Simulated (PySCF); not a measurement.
**Correlation energy of Pr+ (praseodymium, charge +1)**

[Xe] 4f3 6s1, one real determinant. All numbers are calculated (PySCF 2.14, scalar relativity by spin-free X2C-1e, in x2c-TZVPPall (11s7p7d4f2g, 113 functions)). Frozen: [Ar] 3d10; 30 electrons correlated.

MP2 pair energies summed by pair of shells (mhartree):

```csv
pair,energy,share (%)
4d-4d,-254.10,26.1
4d-4f,-121.77,12.5
4d-5p,-120.25,12.3
5p-5p,-120.15,12.3
4f-5p,-75.05,7.7
4p-4d,-59.73,6.1
5s-5p,-34.86,3.6
4d-5s,-32.83,3.4
4p-4p,-20.21,2.1
5p-6s,-19.82,2.0
4s-4d,-19.51,2.0
4f-4f,-17.62,1.8
4f-5s,-15.50,1.6
4p-4f,-14.29,1.5
4p-5p,-12.11,1.2
4p-5s,-6.80,0.7
5s-5s,-6.30,0.6
4s-4p,-6.06,0.6
4s-4f,-4.15,0.4
4f-6s,-4.07,0.4
4d-6s,-3.53,0.4
4s-4s,-2.21,0.2
4s-5p,-1.33,0.1
5s-6s,-1.14,0.1
4s-5s,-1.03,0.1
4p-6s,-0.35,0.0
4s-6s,-0.05,0.0
```

Total MP2 correlation energy: -974.82 mhartree.

Same-spin part -357.73 and opposite-spin part -617.09 mhartree; SCS-MP2 scales them by 1/3 and 6/5 to -859.75 mhartree.

The reference is one real determinant that mixes LS terms of this configuration.

This basis was not built for core-valence correlation, so the inner-shell part is incomplete.
